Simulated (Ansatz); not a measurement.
Frontier orbitals of C3H9ClOSi (`CC[SiH](Cl)OC`).

```tsv
atom	x (Å)	y (Å)	z (Å)
C1	1.3987	-1.9923	-0.8505
C2	1.2830	-0.6591	-0.1169
Si3	-0.4282	0.0498	-0.1151
Cl4	-1.7300	-1.2609	0.8156
O5	-0.3969	1.4627	0.6974
C6	-1.5215	2.2880	0.9077
H7	1.0914	-1.9041	-1.8959
H8	0.7691	-2.7553	-0.3876
H9	2.4270	-2.3602	-0.8417
H10	1.9396	0.0931	-0.5689
H11	1.6022	-0.7576	0.9259
H12	-0.9894	0.2449	-1.4774
H13	-2.2387	1.8083	1.5804
H14	-1.1792	3.2185	1.3624
H15	-2.0272	2.5242	-0.0353
```

Charge 0, multiplicity 1. All single points use the PBE0-D4/def2-TZVP geometry. It is one conformer, not always the lowest. Basis def2-TZVPP, Ansatz 0.2.0.

Orbital energies of one run (eV). Highest occupied ones, from the top: -7.20, -7.40, -7.82, -8.29, -8.46, -8.79, -9.56, -9.59, -10.55, -11.44, -11.58, -11.71, -11.83, -13.55. Empty: 0.40, 0.78, 1.31, 1.66, 2.16, 2.47.

(1) Which functional gave them?
A. ωB97M-V
B. BHLYP
C. LC-ωPBE
D. r2SCAN

## Answers

(1) D. HOMO energies: r2SCAN -7.20, BHLYP -9.58, ωB97M-V -10.54, LC-ωPBE -11.03 eV.

LC-ωPBE has ω = 0.4 bohr⁻¹.
